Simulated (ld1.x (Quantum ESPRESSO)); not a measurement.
## Plane-wave convergence, TM potential for V

* Element: vanadium
* Generator: ld1.x (Quantum ESPRESSO) 7.5
* Type: norm-conserving Troullier–Martins (Kleinman–Bylander form)
* Functional: LDA (PZ)
* Relativity: scalar-relativistic
* Frozen core: [Ar]
* Valence charge: 5
* Reference configuration: 3d3 4s1.5 4p0.5
* Partial waves: 4s (bound): rc 2.65 bohr; 4p (bound): rc 2.40 bohr; 3d (bound): rc 1.30 bohr; 4f channel at 0.5 Ry: rc 2.00 bohr
* Local potential: all-electron potential smoothed inside 2.05 bohr (lloc = -1)
* Core correction: Bessel-smoothed model core inside 0.90 bohr

The pseudo-atom Hamiltonian at the reference potential is diagonalised in spherical Bessel functions j_l(qr) that vanish at 20 bohr, with q² up to the cutoff. All-electron valence levels (Ry): 4s -0.3895, 4p -0.1390, 3d -0.4461.

Question: How do the lowest levels (Ry) of each channel move with the cutoff, and are there ghosts?

Answer:

```tsv
cutoff (Ry)	s #1	s #2	p #1	p #2	d #1	d #2	f #1	f #2	Σ f·Δε (mRy)
8	-0.3886	-0.0149	-0.1355	0.0306	0.0244	0.0954	0.0948	0.2122	1414.5
18	-0.3894	-0.0209	-0.1386	0.0298	0.0191	0.0868	0.0948	0.2121	1395.9
40	-0.3895	-0.0234	-0.1390	0.0297	-0.0428	0.0539	0.0948	0.2121	1209.8
60	-0.3895	-0.0235	-0.1390	0.0297	-0.2768	0.0401	0.0948	0.2121	507.9
110	-0.3895	-0.0235	-0.1390	0.0297	-0.4445	0.0376	0.0948	0.2121	4.8
180	-0.3895	-0.0235	-0.1390	0.0297	-0.4460	0.0376	0.0948	0.2121	0.2
400	-0.3895	-0.0235	-0.1390	0.0297	-0.4461	0.0376	0.0948	0.2121	0.0
```

Result: no extra level below or beside the all-electron valence levels (s, p, d, f tested); 10 mRy is reached at 110 Ry and 1 mRy at 140 Ry.

Its largest configuration-test error is +493 meV.
